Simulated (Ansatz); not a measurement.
B(OCMe2)Cl3 (C3H6BCl3O). The state is a triplet with charge 0. Geometry B3LYP-D4/def2-SVP, that of the neutral singlet; atoms count from 1.

```xyz
14

B    -0.855    1.895    0.508
O     0.230    0.965   -0.196
C     0.357   -0.274   -0.231
C     1.510   -0.809   -1.010
C    -0.572   -1.207    0.452
H     2.125   -1.451   -0.356
H     1.128   -1.461   -1.815
H     2.114    0.003   -1.432
H    -1.595   -1.003    0.092
H    -0.594   -0.948    1.524
H    -0.293   -2.256    0.298
Cl   -0.738    1.539    2.315
Cl   -2.483    1.427   -0.224
Cl   -0.334    3.578    0.075
```

At PBE0-D4/def2-TZVP a singlet of charge 0 lies 4.39 eV below the triplet at the same geometry.

**Question.** Estimate the Mulliken populations from the PBE0/def2-TZVP orbitals of Ansatz.

**Answer.** 
```csv
atom,charge (e),spin (α − β)
B1,0.14,-0.02
O2,-0.07,0.54
C3,0.11,0.84
C4,-0.37,0.03
C5,-0.34,0.06
H6,0.14,0.04
H7,0.14,0.04
H8,0.15,0.00
H9,0.15,0.04
H10,0.15,0.04
H11,0.14,-0.01
Cl12,-0.10,0.17
Cl13,-0.10,0.17
Cl14,-0.14,0.05
```
Mulliken values depend strongly on the basis.

**Question.** Where does the spin sit?

**Answer.** Summed by element: B -0.02, O 0.54, C 0.93, H 0.17, Cl 0.39, of 2 unpaired in all. Largest on single atoms: C3 0.84, O2 0.54, Cl12 0.17.

**Question.** And the Mayer bond orders between heavy atoms (over 0.3)?

**Answer.** B1–O2 0.75 (1.59 Å); B1–Cl12 1.09 (1.85 Å); B1–Cl13 1.09 (1.85 Å); B1–Cl14 1.21 (1.81 Å); O2–C3 1.22 (1.25 Å); C3–C4 0.94 (1.49 Å); C3–C5 0.95 (1.48 Å).
